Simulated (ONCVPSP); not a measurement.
# Transferability test, ONCV potential for nitrogen

nitrogen (N), optimised norm-conserving Vanderbilt (ONCV), made with ONCVPSP 4.0.1 (Wu-Cohen, scalar-relativistic). Core [He], reference 2s2 2p3. Waves: 2s: rc 0.70 bohr, ncon 4, nbas 9, qcut 8.1 1/bohr, 2 projectors, debl 0.3 Ha; 2p: rc 2.25 bohr, ncon 5, nbas 10, qcut 5.9 1/bohr, 2 projectors, debl 1.6 Ha; d scattering state at 0.29 Ha: rc 2.15 bohr, ncon 3, nbas 6, qcut 4.5 1/bohr, 2 projectors, debl 2.5 Ha. Local part: polynomial inside 0.70 bohr (lpopt 3, dvloc0 -1 Ha). Core correction: Teter function, fcfact 4.75, rcfact 1.8.

In the s channel the program set the typed energies aside and used -0.679, 0.250 Ha.

Energies are relative to the spin-unpolarised reference configuration 2s2 2p3; without spin polarisation the order of configurations can differ from experiment.

| valence configuration | charge | ΔE all-electron (eV) | error AE − PS (meV) |
| --- | --- | --- | --- |
| 2s2 2p2 | +1 | 13.561 | +92 |
| 2s2 2p0 | +3 | 89.372 | +2357 |
| 2s1 2p4 | 0 | 11.430 | -16 |

Problem. What are ΔE and the potential's error for 2s2 2p1?

Solution. ΔE = 42.379 eV all-electron; the error (AE − PS) is +672 meV.

Note: ghosts flagged at negative energy: s at -289.9 eV, d at -679.2 eV; no localised positive-energy state flagged. A true bound ghost makes a file unfit for plane-wave use.
